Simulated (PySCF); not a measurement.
## Ar²⁺ (argon, charge +2): LDA calculation

Configuration: [Ne] 3s1 3p5, high-spin 3P determinant (an excited configuration). Computed with PySCF 2.14 in aug-cc-pV(5+d)Z, with no relativity, point nucleus.

```
Total energy                                                  : -523.7969 hartree
One-electron energy                                           : -708.5509 hartree
Hartree (Coulomb) energy                                      : 213.1535 hartree
Exchange-correlation energy                                   : -28.3995 hartree
Kinetic energy                                                : 524.12473 hartree
⟨S²⟩                                                          : 2.0013
⟨L²⟩                                                          : 2.011
Sum of ⟨r⟩                                                    : 11.90 bohr
Sum of ⟨r²⟩                                                   : 16.01 bohr²
Traceless quadrupole moment −½Σ⟨3z² − r²⟩ along its main axis : 0.907 e·bohr²
Density at the nucleus (Gaussians lack the cusp)              : 3810 bohr⁻³
Spin density at the nucleus                                   : 17.2 bohr⁻³
Langevin diamagnetic susceptibility                           : -12.7 ×10⁻⁶ cm³/mol
```

```tsv
shell	electrons	mean orbital energy (hartree)	spread (hartree)	rms radius, mean of both spins (bohr)
1s α	1	-114.96213	0	0.1000
1s β	1	-114.93981	0	0.1000
2s α	1	-11.94437	0	0.455
2s β	1	-11.91965	0	0.455
2p α	3	-9.59845	0.03167	0.421
2p β	3	-9.57164	0.01565	0.421
3s α	1	-1.90675	0	1.42
3p α	3	-1.36041	0.06211	1.58
3p β	2	-1.27252	0	1.58
```
